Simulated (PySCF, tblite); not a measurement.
Species: C9H7OP.
Atom-mapped SMILES: `[CH:1]#[C:2][c:3]1[cH:4][cH:5][cH:6][p:7][c:8]1[C:9]([CH3:10])=[O:11]` (hydrogens: H12 on C1; H13 on C4; H14 on C5; H15 on C6; H16, H17, H18 on C10)

Structure used (GFN2-xTB), in Å, numbered top down from 1:
```
atom  x, y, z in Å
C1    -0.043    3.006    1.039
C2    -0.240    1.909    0.589
C3    -0.640    0.675    0.021
C4    -2.005    0.536   -0.246
C5    -2.556   -0.593   -0.820
C6    -1.812   -1.695   -1.192
P7    -0.100   -1.854   -1.007
C8     0.309   -0.315   -0.278
C9     1.735   -0.079    0.061
C10    2.730   -0.957   -0.659
O11    2.084    0.755    0.865
H12    0.213    3.936    1.450
H13   -2.650    1.362    0.017
H14   -3.626   -0.611   -0.986
H15   -2.324   -2.540   -1.638
H16    2.579   -0.900   -1.735
H17    3.739   -0.636   -0.411
H18    2.598   -1.993   -0.349
```

Level of theory: PBE0/pcSseg-1 in PySCF (dipole) on a GFN2-xTB geometry, gas phase.

Masses are those of the commonest isotopes; rigid-rotor values at the optimised geometry. The values belong to one conformer with, in the numbering `[CH:1]#[C:2][c:3]1[cH:4][cH:5][cH:6][p:7][c:8]1[C:9]([CH3:10])=[O:11]`, P7–C8–C9–C10 20°.

(1) Give the principal moments of inertia and the rotational constants in GHz.

(2) Classify the top.

(3) What does the inertial defect say?

(4) Give the other two planar moments, Paa and Pbb, and the rms extents of the mass along the axes.

(5) Where do the levels up to J = 2 lie, in MHz?

(6) Which lines would a microwave search look for?

Results:

(1) Ia = 389.40, Ib = 486.32, Ic = 862.97 u·Å²; 505379 MHz·u·Å²/I gives 1298, 1039 and 585.6 MHz, that is A = 1.2978, B = 1.0392, C = 0.5856 GHz.

(2) An asymmetric top. Ray's parameter κ = (2B − A − C)/(A − C) = 0.274; −1 is the prolate and +1 the oblate limit.

(3) Not planar: Δ = Ic − Ia − Ib = -12.75 u·Å². For a rigid frame Δ = −2 Σ m c², so Σ m c² = 6.38 u·Å² lies off the ab plane: 2.10 from hydrogen and 4.27 from heavier atoms. The atom farthest from that plane is 1.32 Å away.

(4) Paa = Σ m a² = (Ib + Ic − Ia)/2 = 479.95 and Pbb = Σ m b² = (Ia + Ic − Ib)/2 = 383.02 u·Å². With the mass M = 162.02 u, the rms extents √(P/M) along a, b and c are 1.72, 1.54, 0.20 Å.

(5) Above 0(0,0):
J = 1: 1(0,1) 1625, 1(1,1) 1883, 1(1,0) 2337
J = 2: 2(0,2) 4596, 2(1,2) 4680, 2(1,1) 6040, 2(2,1) 6816, 2(2,0) 7094
Those of J = 1 are B + C, A + C and A + B.

(6) The dipole components are |μa| = 2.57 D, |μb| = 0.77 D, |μc| = 0.78 D. The squared components, which scale the intensities, stand as 1.00 : 0.09 : 0.09 (a : b : c). Some lines, for components of 0.1 D or more:

```json
{"type": "a", "branch": "Q", "J(Ka,Kc)": "4(3,1) ← 4(3,2)", "MHz": "677", "lower level (cm⁻¹)": "0.704"}
{"type": "b", "branch": "Q", "J(Ka,Kc)": "1(1,0) ← 1(0,1)", "MHz": "712", "lower level (cm⁻¹)": "0.054"}
{"type": "a", "branch": "Q", "J(Ka,Kc)": "3(2,1) ← 3(2,2)", "MHz": "1036", "lower level (cm⁻¹)": "0.390"}
{"type": "b", "branch": "Q", "J(Ka,Kc)": "2(2,0) ← 2(1,1)", "MHz": "1054", "lower level (cm⁻¹)": "0.201"}
{"type": "a", "branch": "Q", "J(Ka,Kc)": "2(1,1) ← 2(1,2)", "MHz": "1361", "lower level (cm⁻¹)": "0.156"}
{"type": "b", "branch": "Q", "J(Ka,Kc)": "3(3,0) ← 3(2,1)", "MHz": "1667", "lower level (cm⁻¹)": "0.425"}
{"type": "b", "branch": "Q", "J(Ka,Kc)": "2(2,1) ← 2(1,2)", "MHz": "2137", "lower level (cm⁻¹)": "0.156"}
{"type": "a", "branch": "Q", "J(Ka,Kc)": "4(2,2) ← 4(2,3)", "MHz": "2221", "lower level (cm⁻¹)": "0.599"}
{"type": "c", "branch": "R", "J(Ka,Kc)": "1(1,0) ← 0(0,0)", "MHz": "2337", "lower level (cm⁻¹)": "0.000"}
{"type": "b", "branch": "Q", "J(Ka,Kc)": "4(2,2) ← 4(1,3)", "MHz": "2337", "lower level (cm⁻¹)": "0.595"}
{"type": "b", "branch": "Q", "J(Ka,Kc)": "3(1,2) ← 3(0,3)", "MHz": "2607", "lower level (cm⁻¹)": "0.291"}
{"type": "b", "branch": "R", "J(Ka,Kc)": "2(1,2) ← 1(0,1)", "MHz": "3055", "lower level (cm⁻¹)": "0.054"}
{"type": "b", "branch": "Q", "J(Ka,Kc)": "4(1,3) ← 4(0,4)", "MHz": "3862", "lower level (cm⁻¹)": "0.466"}
{"type": "a", "branch": "R", "J(Ka,Kc)": "3(1,3) ← 2(1,2)", "MHz": "4051", "lower level (cm⁻¹)": "0.156"}
{"type": "a", "branch": "R", "J(Ka,Kc)": "3(0,3) ← 2(0,2)", "MHz": "4116", "lower level (cm⁻¹)": "0.153"}
{"type": "b", "branch": "R", "J(Ka,Kc)": "2(2,1) ← 1(1,0)", "MHz": "4479", "lower level (cm⁻¹)": "0.078"}
{"type": "b", "branch": "R", "J(Ka,Kc)": "2(2,0) ← 1(1,1)", "MHz": "5211", "lower level (cm⁻¹)": "0.063"}
{"type": "a", "branch": "R", "J(Ka,Kc)": "4(1,4) ← 3(1,3)", "MHz": "5247", "lower level (cm⁻¹)": "0.291"}
{"type": "b", "branch": "R", "J(Ka,Kc)": "4(2,2) ← 3(3,1)", "MHz": "5912", "lower level (cm⁻¹)": "0.476"}
{"type": "b", "branch": "R", "J(Ka,Kc)": "4(1,3) ← 3(2,2)", "MHz": "6146", "lower level (cm⁻¹)": "0.390"}
{"type": "c", "branch": "R", "J(Ka,Kc)": "3(2,2) ← 2(1,2)", "MHz": "7011", "lower level (cm⁻¹)": "0.156"}
{"type": "c", "branch": "R", "J(Ka,Kc)": "3(3,0) ← 2(2,0)", "MHz": "7299", "lower level (cm⁻¹)": "0.237"}
{"type": "c", "branch": "R", "J(Ka,Kc)": "3(3,1) ← 2(2,1)", "MHz": "7445", "lower level (cm⁻¹)": "0.227"}
{"type": "c", "branch": "R", "J(Ka,Kc)": "4(2,2) ← 3(1,2)", "MHz": "8854", "lower level (cm⁻¹)": "0.378"}
{"type": "c", "branch": "R", "J(Ka,Kc)": "4(1,3) ← 3(0,3)", "MHz": "9124", "lower level (cm⁻¹)": "0.291"}
{"type": "c", "branch": "R", "J(Ka,Kc)": "4(2,3) ← 3(1,3)", "MHz": "9222", "lower level (cm⁻¹)": "0.291"}
{"type": "c", "branch": "R", "J(Ka,Kc)": "4(4,1) ← 3(3,1)", "MHz": "9992", "lower level (cm⁻¹)": "0.476"}
{"type": "b", "branch": "R", "J(Ka,Kc)": "4(2,2) ← 3(1,3)", "MHz": "11443", "lower level (cm⁻¹)": "0.291"}
```

Its GFN2-xTB frequencies are all real (lowest 23 cm⁻¹). Constants of a rigid frame at the computed geometry: no zero-point averaging, no centrifugal distortion. A rigid rotor knows nothing of internal rotation, which can split or shift real lines.
